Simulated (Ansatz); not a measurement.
Frontier orbitals of AlBrFH, SMILES `[F][AlH][Br]`.

```xyz
4

F     0.801    0.360   -1.446
Al   -0.102   -0.006   -0.125
Br    0.925   -0.033    1.862
H    -1.624   -0.321   -0.290
```

Charge 0, multiplicity 1. Correlated methods include outer-core shells of Br, which these sets cover unevenly. Scalar relativity is left out up to krypton. The geometry is a stationary point of PBE0-D4/def2-TZVP. Basis def2-TZVPP, Ansatz 0.2.0.

Orbital energies of one run (eV). Highest occupied ones, from the top: -7.93, -8.19, -8.72, -10.19, -10.44, -10.46, -12.00, -20.21, -30.45, -68.90, -68.90, -68.98, -69.01, -69.04. Empty: -1.70, -1.02, 0.53, 2.56, 2.90, 3.47.

Problem. Which functional gave them?
A. ωB97X-V
B. CAM-B3LYP
C. r2SCAN0
D. r2SCAN

Solution. D. HOMO energies: r2SCAN -7.93, CAM-B3LYP -10.20, ωB97X-V -11.25, r2SCAN0 -9.11 eV.
